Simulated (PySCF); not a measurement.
H7OSi2, charge +1, singlet, geometry from GFN2-xTB; WB97X/6-31G, TDDFT in PySCF.

Here is a job for PySCF.
```python
from pyscf import gto, scf, dft, tdscf

mol = gto.M(
    atom='''
Si    1.572886   -0.325796    0.432653
O     0.045220   -0.200254   -0.519360
Si   -1.596613    0.445933   -0.139849
H     2.514900   -0.407955   -0.673236
H     1.510345    0.926563    1.163955
H     1.342425   -1.541629    1.196600
H     0.081486   -0.674743   -1.359114
H    -2.193214   -0.671831    0.573992
H    -2.057643    0.684741   -1.499104
H    -1.227876    1.604961    0.652527
''',
    basis='6-31g',
    charge=1,
    spin=0,
    verbose=3,
)

mf = dft.RKS(mol)
mf.xc = 'wb97x'
mf.kernel()
td = mf.TDDFT()
td.nstates = 10
td.kernel()
td.analyze()
```

The log (banner, timings and long lists left out):

```
converged SCF energy = -658.014188354648
Excitation energies (eV)
[ 7.67830732  8.39676054  8.51151078  8.75616885 10.23986492 10.4481889
 11.07022002 11.13002851 11.36315658 11.44017544]

** Singlet excitation energies and oscillator strengths **
Excited State   1:      7.67831 eV    161.47 nm  f=0.0028
Excited State   2:      8.39676 eV    147.66 nm  f=0.0000
Excited State   3:      8.51151 eV    145.67 nm  f=0.0001
Excited State   4:      8.75617 eV    141.60 nm  f=0.0127
Excited State   5:     10.23986 eV    121.08 nm  f=0.0337
Excited State   6:     10.44819 eV    118.67 nm  f=0.0075
Excited State   7:     11.07022 eV    112.00 nm  f=0.0319
Excited State   8:     11.13003 eV    111.40 nm  f=0.6951
Excited State   9:     11.36316 eV    109.11 nm  f=0.0056
Excited State  10:     11.44018 eV    108.38 nm  f=0.0065
```
